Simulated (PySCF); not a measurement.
**Radial density of N(3+) (nitrogen, charge +3)**

M06-2X, [He] 2s2, closed-shell 1S. All numbers are calculated (PySCF 2.14, scalar relativity by spin-free X2C-1e, in x2c-TZVPall (5s3p2d1f, 31 functions)).

```tsv
r (bohr)	4πr²ρ (e/bohr)
0.00322	0.02750
0.00542	0.07512
0.00911	0.1990
0.0153	0.5125
0.0258	1.245
0.0433	2.747
0.0729	5.135
0.123	7.288
0.206	6.526
0.347	2.821
0.584	1.443
0.982	1.996
1.65	0.6476
2.78	0.02276
4.67	1.367e-05
```

Densities and radii are taken from the X2C orbitals without a picture-change correction, which distorts them close to the nucleus.
